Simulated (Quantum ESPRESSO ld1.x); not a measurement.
Species: Sc9+. Configuration: [Ne] 3s2. All-electron calculation, Dirac Kohn-Sham, LDA (Slater exchange, VWN5 correlation), spin-unpolarised, spherical densities, point nucleus. Program: ld1.x of Quantum ESPRESSO 7.5. Some entries of the table are withheld. Estimate them.

orbital  occ.  eigenvalue (eV)  <1/r> (bohr^-1)  <r^2> (bohr^2)
1s1/2       2         -4593.73            20.73        0.007198
2s1/2       2         -668.944            4.337          0.1374
2p1/2       2         -589.010              (1)             (2)
2p3/2       4         -584.256              (3)             (4)
3s1/2       2         -214.797            1.545          0.9748
3p1/2       0         -192.029            1.479           1.004
3p3/2       0         -191.181            1.469           1.013
3d3/2       0              (5)            1.315          0.9580
3d5/2       0              (6)            1.313          0.9599
4s1/2       0         -102.422           0.7828           3.786
4f5/2       0         -76.3060           0.6423           3.484
4f7/2       0         -76.2945           0.6421           3.486

Answer. 
(1) 2p1/2 <1/r> (bohr^-1): 4.277
(2) 2p1/2 <r^2> (bohr^2): 0.1125
(3) 2p3/2 <1/r> (bohr^-1): 4.228
(4) 2p3/2 <r^2> (bohr^2): 0.1143
(5) 3d3/2 eigenvalue (eV): -157.728
(6) 3d5/2 eigenvalue (eV): -157.612
